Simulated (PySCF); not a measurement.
**The first ionisation energy along the 5p block**

All values are computed (PySCF 2.14, energy differences of UHF-based or UKS calculations, no spin-orbit coupling). Values in eV. The last column holds reference values (NIST; (s) semi-empirical, (t) theoretical, else measured). Unmarked ones compare directly (S terms, centres of terms, or small fine structure); those marked * lie between the lowest fine-structure levels and include a spin-orbit shift.

```tsv
element	configurations	UHF	PBE	MP2 (valence)	SCS-MP2 (valence)	CCSD (valence)	CCSD(T) (valence)	reference
In (cc-pVDZ-PP with ECP28MDF, ECP)	[Kr] 4d10 5s2 5p1 → [Kr] 4d10 5s2	5.198	5.569	5.325	5.305	5.381	5.392	5.603
Sn (cc-pVDZ-PP with ECP28MDF, ECP)	[Kr] 4d10 5s2 5p2 → [Kr] 4d10 5s2 5p1	6.858	7.251	7.071	7.017	7.095	7.101	7.389
Sb (cc-pVDZ-PP with ECP28MDF, ECP)	[Kr] 4d10 5s2 5p3 → [Kr] 4d10 5s2 5p2	8.600	8.952	8.885	8.786	8.847	8.849	9.124
Te (cc-pVDZ-PP with ECP28MDF, ECP)	[Kr] 4d10 5s2 5p4 → [Kr] 4d10 5s2 5p3	7.700	8.665	8.058	8.071	8.083	8.088	8.749
I (cc-pVDZ-PP with ECP28MDF, ECP)	[Kr] 4d10 5s2 5p5 → [Kr] 4d10 5s2 5p4	9.591	10.494	10.061	10.041	10.034	10.035	10.519
Xe (cc-pVDZ-PP with ECP28MDF, ECP)	[Xe] → [Kr] 4d10 5s2 5p5	11.590	n/a	12.161	12.095	12.069	12.068	12.565
```

Task: Which of these methods has the smallest mean absolute error against the measured values here?

Result: PBE, with 0.091 eV.

| method | elements | mean error (eV) | mean absolute error (eV) | largest error (eV) |
| --- | --- | --- | --- | --- |
| UHF | 6 | -0.736 | 0.736 | -1.049 |
| PBE | 5 | -0.091 | 0.091 | -0.173 |
| MP2 (valence) | 6 | -0.398 | 0.398 | -0.691 |
| SCS-MP2 (valence) | 6 | -0.439 | 0.439 | -0.677 |
| CCSD (valence) | 6 | -0.407 | 0.407 | -0.666 |
| CCSD(T) (valence) | 6 | -0.403 | 0.403 | -0.661 |

Errors include the incompleteness of the basis and the frozen core.

"Valence" correlates the outer s and p shells and, in groups 3 to 12 and the f block, the outer d or f shell, open or full, or the next shell where the ion has no valence electron left; the wider scheme adds the next inner shell.
